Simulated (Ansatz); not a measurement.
Basis-set extrapolation for `FB(F)B(F)F` (PBE0-D4/def2-TZVP geometry, frozen core, Ansatz). Multiplicity 1, RHF reference.

```
                      def2-TZVPP   def2-QZVPP
                 HF  -447.569185  -447.589132
    MP2 correlation    -1.167062    -1.276156
CCSD(T) correlation    -1.210148      not run
```

Energies in hartree. Use E(X) = E(∞) + A·exp(−7.88·√X) for Hartree–Fock and E(X) = E(∞) + B·X^(−2.97) for correlation, with X = 3 and 4, and add CCSD(T) minus MP2 of the smaller set to the MP2 limit.

Task: What is the CCSD(T) energy at the basis-set limit?

Result: HF limit: -447.589132 + (-0.019947) × 0.13774 = -447.59188. MP2 limit: -1.276156 + (-0.109094) × 0.74074 = -1.35697. Higher-order term: -1.210148 − (-1.167062) = -0.04309. Total: -448.99194 hartree, 558.2 kJ/mol below CCSD(T)/def2-TZVPP.
